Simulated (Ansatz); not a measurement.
CH8BFSi2 can be A, `BC([SiH3])[SiH2]F`, or B, `FC([SiH3])B[SiH3]`.

Computed with Ansatz on PBE0-D4/def2-TZVP structures; ΔE is electronic, products minus reactants. CBS: MP2 limit from def2 TZ/QZ plus the TZ coupled-cluster correction, frozen cores. Functionals use def2-TZVPP. B3LYP here is the variant with VWN-RPA as its local correlation; programs differ in this. One conformer a species, not always the lowest.

Task: Which is lower in electronic energy at CCSD(T)/CBS, and by how much? (An estimate is asked.)

Result: Computed: A, by 287.0 kJ/mol.

Task: Give E(B) − E(A) in kJ/mol with PBE-D4, B3LYP, HF/def2-TZVPP, B2PLYP, CCSD(T)/def2-TZVPP, MP2/def2-TZVPP, ωB97M-V. (An estimate is asked.)

Result: Computed: PBE-D4 241.6, B3LYP 266.4, HF/def2-TZVPP 302.8, B2PLYP 280.7, CCSD(T)/def2-TZVPP 282.1, MP2/def2-TZVPP 302.7, ωB97M-V 277.8. None reverses the order clearly.

Largest T1 diagnostic: 0.014.

From PBE to PBE0 (25 % exact exchange), in def2-TZVPP and without D4, E(B) − E(A) moves by +18.5 kJ/mol.
